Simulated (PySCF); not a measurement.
Compound: C7H8.
Geometry (PBE0-D3(BJ)/def2-SVP, Å), atoms numbered from 1 in this order:
```xyz
15
C7H8 angstrom
C      2.226   -0.195   -0.085
C      0.737   -0.011   -0.036
C     -0.118   -1.121   -0.012
C     -1.500   -0.962    0.053
C     -2.057    0.317    0.093
C     -1.220    1.430    0.067
C      0.163    1.265    0.002
H      2.612   -0.554    0.884
H      2.515   -0.939   -0.843
H      2.742    0.746   -0.318
H      0.309   -2.128   -0.046
H     -2.148   -1.842    0.069
H     -3.141    0.443    0.142
H     -1.645    2.436    0.095
H      0.813    2.144   -0.020
```

Level of theory: core-valence-separated Tamm–Dancoff BHandHLYP/aug-pcX-1 (pcseg-1 on H) in PySCF, non-relativistic, gas phase, PBE0-D3(BJ)/def2-SVP geometry. Absolute energies from this functional tend to lie a few eV below measured edges; no shift was applied.

The lowest roots of each edge with f over 0.003 (five at most, numbered afresh; weaker and dark ones are left out), with transition dipoles (au) in the frame of the coordinates:

```csv
root,edge,E (eV),f,μx,μy,μz
1,C,283.02,0.0368,0.0032,-0.0008,0.0728
2,C,283.05,0.0861,0.0049,-0.0020,0.1113
3,C,283.11,0.0301,0.0028,-0.0012,0.0659
4,C,283.12,0.1176,-0.0060,0.0007,-0.1301
5,C,283.19,0.0968,-0.0045,0.0012,-0.1180
```

Molecules are fixed in this frame and the field points along z. What effective strengths 3 f cos²θ do the roots have (θ between field and μ)?

root 1 (C6): 0.110, root 2 (C3 + C4): 0.258, root 3 (C5): 0.090, root 4 (C7): 0.352, root 5 (C2): 0.290. Root 4 is the strongest. Averaged over all orientations cos²θ is 1/3, which gives f back.

